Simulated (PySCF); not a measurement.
# Ionisation energy of Bi⁵⁹⁺ by level of theory

Bi⁵⁹⁺ [Ar] 3d6 [3d3/2^4 3d5/2^2, M_J = 4] → Bi⁶⁰⁺ [Ar] 3d5 [3d3/2^4 3d5/2^1, M_J = 5/2], as a difference of total energies. Calculation: PySCF 2.14, in an uncontracted even-tempered set (15 s from 18 bohr⁻², ratio 2.8; 13 p from 24 bohr⁻², ratio 2.8; 8 d from 24 bohr⁻², ratio 2.8; 3 f from 80 bohr⁻², ratio 3); the two-component X2C-1e Hamiltonian. Correlated levels: [Ne] frozen; the 78 highest virtual spinors dropped. "Screened" scales the spin-orbit matrix elements by Boettger's factors to mimic the two-electron term; Breit and QED terms are absent.

```
                    method  ionisation energy (eV)
           GHF (spin-free)                  6238.0
          GMP2 (spin-free)                  6239.0
 GHF (screened spin-orbit)                  6210.7
GMP2 (screened spin-orbit)                  6210.4
```

Breit and QED terms and the two-electron picture change are absent.

The spin-free rows relax to the high-spin LS determinant and lack the spin-orbit shift.

The labels give the starting determinants; with spin-orbit coupling the two ends relaxed to ⟨J²⟩ = 20.00, ⟨L²⟩ = 13.47, ⟨S²⟩ = 2.78 and ⟨J²⟩ = 8.75, ⟨L²⟩ = 6.90, ⟨S²⟩ = 2.67.

For comparison: 6208 ± 7 eV (theoretical estimate listed by NIST; NIST Atomic Spectra Database, ionization energies).
